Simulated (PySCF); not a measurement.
Basis set benchmark on one molecule

Molecule: SMILES C[Si](C)(Cl)[Si](Cl)(Cl)Cl, C$_{2}$H$_{6}$Cl$_{4}$Si$_{2}$.

Cartesian coordinates in Å; atom numbers follow the order of the lines, from 1:
```xyz
14

C    -0.0918   -1.8859   -0.1844
Si   -0.2786   -0.0561   -0.4922
C    -1.6975    0.7312    0.4259
Cl   -0.4980    0.2780   -2.5349
Si    1.6972    1.0086    0.1325
Cl    3.3356    0.1609   -0.7806
Cl    1.9235    0.7852    2.1768
Cl    1.6633    3.0233   -0.2929
H     0.7643   -2.2868   -0.7470
H    -0.9992   -2.4267   -0.4951
H     0.0794   -2.0705    0.8881
H    -1.5482    0.6173    1.5114
H    -1.7589    1.8047    0.1937
H    -2.6523    0.2577    0.1497
```

Geometry PBE0-D3(BJ)/def2-SVP throughout; GIAO in PySCF 2.14, gas phase, one conformer, non-relativistic; equivalent atoms averaged; functional PBE0.

Reference values (measured; solution; U. Herzog, Habilitationsschrift, TU Bergakademie Freiberg, 2002/2003): δ(Si5) = 7.8 ppm vs TMS, δ(Si2) = 15.7 ppm vs TMS. Computed shifts are taken against TMS, calculated as an isolated molecule at each level.

How do the basis sets STO-3G, pcSseg-0, 6-31G, 6-31G*, cc-pVDZ, def2-SVP, pcSseg-1, aug-cc-pVDZ, 6-311+G(2d,p), def2-TZVP perform against the reference? Times are CPU seconds on shared hosts with different chips, so compare them loosely.

Results:


```csv
basis set,functions,Si5,Si2,mean abs. error Si,core-s
STO-3G,70,41.0,18.3,17.9,12
pcSseg-0,108,97.8,44.0,59.1,11
6-31G,108,115.8,58.7,75.5,26
6-31G*,148,72.2,39.9,44.3,39
cc-pVDZ,166,49.5,29.9,28.0,24
def2-SVP,166,53.0,29.3,29.4,20
pcSseg-1,208,40.4,26.4,21.6,57
aug-cc-pVDZ,262,30.9,23.3,15.3,51
"6-311+G(2d,p)",300,31.0,21.7,14.6,120
def2-TZVP,320,25.7,18.7,10.4,69
```

For 29Si the closest is def2-TZVP (10.4 ppm) and the furthest 6-31G (75.5 ppm). Where a smaller basis beats a larger one, errors probably cancel. One molecule is a small sample, and vibrational and solvent effects are absent from the calculation.

A small basis that lands close on one nucleus may do so by chance; judge by the trend and by all nuclei.
